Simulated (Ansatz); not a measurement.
`CO[SiH2][SiH2]F` + H₂ → `CO[SiH2][SiH3]` + H–F  (hydrogenolysis of the Si–F bond)

Gas-phase electronic energies from Ansatz, PBE0-D4/def2-TZVP geometries. CCSD(T)/CBS adds triple-zeta CCSD(T) − MP2 to the extrapolated MP2 energy (def2 sets, frozen cores). This one scheme is used for every species. DFT in def2-TZVPP. One conformer a species, not always the lowest.

Question: Is it downhill or uphill in electronic energy at CCSD(T)/CBS, and by how much? (Estimate.)

Answer: Ansatz gave: Uphill: ΔE = +22.7 kcal/mol.

Question: What do these levels give: LDA (SPW92), PBE0-D4, r2SCAN, BHLYP, CCSD(T)/def2-TZVPP, MP2/def2-QZVPP? (Best estimate.)

Answer: Ansatz gave: LDA (SPW92) 21.0, PBE0-D4 21.1, r2SCAN 24.3, BHLYP 23.5, CCSD(T)/def2-TZVPP 22.0, MP2/def2-QZVPP 23.7 kcal/mol.

Largest T1 diagnostic among the species: 0.012.

At CCSD(T), def2-SVP lies −3.6 kcal/mol from the extrapolated value and def2-TZVPP −0.7 kcal/mol. Leaving LDA and LC-ωPBE aside and taking each functional with its dispersion term where it has one, the values, not all of them listed here, spread over 3.6 kcal/mol, from HSE06-D4 to BLYP-D4. From r2SCAN to r2SCAN0 (25 % exact exchange), in def2-TZVPP and without D4, ΔE moves by −1.2 kcal/mol.
